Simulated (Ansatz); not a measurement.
C₂H₅BO, SMILES `CBC=O`. The species carries charge 0 and has multiplicity 1.

Cartesian coordinates in Å:
```
C 0.357 1.143 -0.258
B -0.164 -0.060 0.571
C -0.361 -1.483 -0.071
O -1.425 -1.689 -0.618
H 1.435 1.202 -0.032
H 0.268 1.025 -1.339
H -0.061 2.102 0.053
H -0.454 0.056 1.728
H 0.404 -2.296 -0.035
```

(1) What are the harmonic wavenumbers in cm⁻¹ at PBE0-D4/def2-TZVP (Ansatz, finite differences of forces, unscaled)? (An estimate is asked.)

(2) Is this a minimum?

(3) Give the ideal-gas thermochemistry at 298.15 K and 1 bar (rigid rotor, harmonic oscillator; point group C1, symmetry number 1).

(4) And at 400, 500, 600, 800 and 1000 K?

(5) Rotational constants (cm⁻¹)?

Results:

(1) The calculation gave: 75, 105, 186, 298, 568, 772, 782, 921, 1017, 1051, 1209, 1315, 1406, 1425, 1466, 1759, 2605, 2830, 3005, 3098, 3148.

(2) Yes, all 21 modes are real.

(3) Zero-point energy 173.7 kJ/mol; H(298) − E = 191.6 kJ/mol; entropy 312.0 J/(mol·K), of which translation 159.0, rotation 100.9, vibration 52.1; G(298) − E = 98.5 kJ/mol. Modes under 100 cm⁻¹ are hindered rotations or soft bends, so the harmonic entropy is rough.

(4) 
```csv
T (K),H − E (kJ/mol),S (J/mol/K),G − E (kJ/mol)
400,200.8,338.4,65.4
500,211.3,361.8,30.4
600,223.1,383.3,-6.9
800,249.9,421.7,-87.5
1000,279.9,455.2,-175.3
```

(5) 0.7693, 0.1491, 0.1403.
